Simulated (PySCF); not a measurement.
Consider hydrogen bromide, `Br` (HBr). Optimised structure (Å), atoms numbered from 1:
```
Br    0.7139   -0.0054   -0.0063
H    -0.7080    0.0078   -0.0221
```

These are calculated values, ωB97X-D3(BJ)/ma-def2-TZVP in PySCF (grid level 2) at geometries from PBE0-D3(BJ)/def2-SVP. The prefix ma- adds one diffuse s and one diffuse p function on all atoms but H. Zero-point and thermal terms (298.15 K, 1 bar) come from unscaled PBE0-D3(BJ)/def2-SVP harmonic frequencies, with soft modes damped to free rotors in the entropy.

Question: What are the vertical and the adiabatic ionisation energy for forming the radical cation?

Answer: 11.84 eV vertical and 11.82 eV adiabatic, the latter with zero-point energy.

Question: Where does the unpaired spin of the relaxed radical cation sit?

Answer: Br1 (bromine) 1.02 (intrinsic atomic orbital populations).

Question: How far is −ε(HOMO) from the vertical value by ΔSCF?

Answer: −ε(HOMO) = 11.28 eV, which is 0.55 eV below the ΔSCF value.

Caveats: spin-orbit coupling is left out of the energies, which matters for open shells on the heavier atoms; atoms from Ga to Kr are treated without relativity.

Differences come from unrounded values, so a last digit can differ from that of the printed terms.
